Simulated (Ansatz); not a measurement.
A nudged elastic band was laid between two geometries of C2H5BFNO (11 atoms, charge 0, multiplicity 1).

Theory: Ansatz 0.2.0, RKS B3LYP-D4/def2-SVP.

```json
{"movable images": "7", "climbing image": "yes", "spring": "5.0 eV/Å²", "optimiser": "quadratic models (default)", "start path": "through a guess of the saddle point", "force threshold": "0.05 eV/Å", "iteration limit": "60", "end points": "relaxed"}
```

First end point:

```xyz
11
Properties=species:S:1:pos:R:3
F -0.909 1.672 1.081
C -0.235 0.456 1.116
N -0.948 -0.493 0.301
B -0.288 -0.733 -0.905
C 1.067 0.072 -0.765
O 1.020 0.575 0.590
H -0.181 0.183 2.184
H -1.881 -0.765 0.586
H -0.707 -1.401 -1.811
H 1.146 0.911 -1.483
H 1.982 -0.534 -0.872
```

Last end point:

```xyz
11
Properties=species:S:1:pos:R:3
F -0.275 2.226 0.345
C 0.593 1.743 1.252
N -1.086 -1.061 0.566
B -0.385 -0.778 -0.595
C 0.895 0.156 -0.581
O 1.182 0.713 0.754
H -1.906 -1.655 0.586
H -0.827 -0.692 1.476
H -0.733 -1.263 -1.644
H 0.809 0.975 -1.309
H 1.798 -0.423 -0.830
```

(1) Which bonds break or form, and what moves?

(2) Give the energies along the band, and the barrier.

(3) What is the geometry of the highest image?

Answers

(1) Bonds broken: C2–N3, C2–H7. Bonds formed: N3–H7.

(2) The run converged. The highest image is number 4 of 0 to 8, 3.45 eV above the first end and 1.52 eV above the last; the last end lies 1.93 eV above the first. The profile has 2 maxima (images 4, 7) with wells between them (image 5): this band takes more than one step, which may be the mechanism or a detour left from its start path. Neighbouring images differ by up to 1.9 eV, so the band resolves the path poorly. A vibrational analysis at the climbing image gives one clearly imaginary mode, 1216i cm⁻¹: a first-order saddle point. The orbitals stay closed-shell, which can raise the energy where a bond breaks towards radicals; this wasn't checked here.

```tsv
image	path coordinate (Å)	energy (eV)	C2–N3 (Å)	C2–H7 (Å)	N3–H7 (Å)
0	0.00	0.00	1.44	1.10	2.14
1	0.41	0.05	1.45	1.10	2.13
2	0.81	0.90	1.60	1.07	1.96
3	1.22	2.76	1.96	1.07	1.78
4	1.63	3.45	2.24	1.20	1.49
5	4.00	1.96	3.77	3.26	1.02
6	6.37	2.04	3.39	2.90	1.01
7	8.74	2.06	3.41	4.29	1.01
8	11.11	1.93	3.34	4.27	1.01
```

(3) 
```xyz
11
Properties=species:S:1:pos:R:3
F -0.490 1.950 0.777
C 0.133 0.911 1.322
N -1.026 -0.806 0.484
B -0.323 -0.806 -0.693
C 0.982 0.129 -0.736
O 1.178 0.538 0.682
H -0.570 -0.005 1.650
H -1.955 -1.200 0.614
H -0.638 -1.422 -1.688
H 0.859 1.026 -1.365
H 1.916 -0.372 -1.024
```

The run took 20 min on 2 threads of Arm Neoverse N1, with other jobs on the host, peak memory 0.24 GiB.
